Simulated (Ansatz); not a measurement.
Chlorotrimethylsilane (`C[Si](C)(C)Cl`). The species carries charge 0 and has multiplicity 1. Geometry: relaxed with PBE0-D4/def2-TZVP.

```xyz
14

C     1.387   -0.539   -0.984
Si   -0.279   -0.141   -0.254
C    -0.531   -0.998    1.380
C    -0.540    1.697   -0.109
Cl   -1.719   -0.870   -1.565
H     1.513   -1.617   -1.107
H     2.186   -0.175   -0.331
H     1.507   -0.069   -1.963
H    -0.421   -2.080    1.274
H    -1.528   -0.796    1.777
H     0.204   -0.650    2.111
H     0.195    2.134    0.574
H    -1.538    1.920    0.277
H    -0.435    2.184   -1.080
```

What is the dipole moment at B3LYP/def2-TZVPP? (Estimate.)

Ansatz gave: 2.15 D, with components (1.49, 0.75, 1.35) D in this frame, pointing from negative to positive charge.

And with PBE, r2SCAN, ωB97M-V? (Estimate.)

Ansatz gave: PBE 2.11 D, r2SCAN 2.18 D, ωB97M-V 2.14 D.

Give the Mulliken charges with B3LYP, PBE, r2SCAN in def2-TZVPP. (Estimate.)

The calculation gave: 
```tsv
atom	B3LYP	PBE	r2SCAN
C1	-0.38	-0.37	-0.31
Si2	0.55	0.44	0.55
C3	-0.38	-0.37	-0.31
C4	-0.38	-0.37	-0.31
Cl5	-0.30	-0.27	-0.30
H6	0.10	0.11	0.08
H7	0.09	0.10	0.07
H8	0.10	0.11	0.08
H9	0.10	0.11	0.08
H10	0.10	0.11	0.08
H11	0.09	0.10	0.07
H12	0.09	0.10	0.07
H13	0.10	0.11	0.08
H14	0.10	0.11	0.08
```

B3LYP here is the variant with VWN-RPA as its local correlation; programs differ in this.
